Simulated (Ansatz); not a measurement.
Geometry optimisation, Ansatz, RKS PBE-D4/def2-SVP.

Input:

```yaml
crystal:
  periodic: [false, false, false]
  atoms:
    - { symbol: B, position_ang: [0.0, 0.0, 0.0] }
    - { symbol: O, position_ang: [0.0, 0.0, 1.41] }
    - { symbol: H, position_ang: [-0.9095, -0.2814, 1.7471] }
    - { symbol: F, position_ang: [1.1431, 0.0, -0.66] }
    - { symbol: O, position_ang: [-1.2211, 0.0, -0.705] }
    - { symbol: H, position_ang: [-1.7308, -0.8467, -0.4965] }
basis:
  gaussian: { orbitals: def2-SVP }
hamiltonian:
  xc: pbe
  dispersion: d4
relax:
  f_tol: 0.02
  max_steps: 40
```

Run as:

```bash
$ ansatz run input.yaml --threads 1 --pin off --max-ram 2048MiB --backend cpu --events-out ev --progress --plain --runs-dir out
```

Task: Where does it end, and by what steps?

Result: The run converged. After 7 steps the energy has fallen by 0.396 eV; O5 moved furthest, 0.41 Å.

```tsv
step	energy less start (eV)	largest force component (eV/Å)	accepted
0	0.0000	1.813	yes
1	-0.1601	1.308	yes
2	-0.2369	1.308	yes
3	-0.2876	0.383	yes
4	-0.3814	0.375	yes
5	-0.3953	0.043	yes
6	-0.3950	0.077	no
7	-0.3956	0.015	yes
```

```xyz
6
Properties=species:S:1:pos:R:3
B -0.012 -0.080 -0.010
O -0.016 -0.067 1.361
H -0.874 -0.276 1.763
F 1.152 0.206 -0.605
O -1.069 -0.353 -0.838
H -1.899 -0.558 -0.377
```

Whether the end is a true minimum wasn't checked by a vibrational analysis.

The run took 13 s on 1 thread of Arm Neoverse V1 (shared host), peak memory 0.11 GiB.
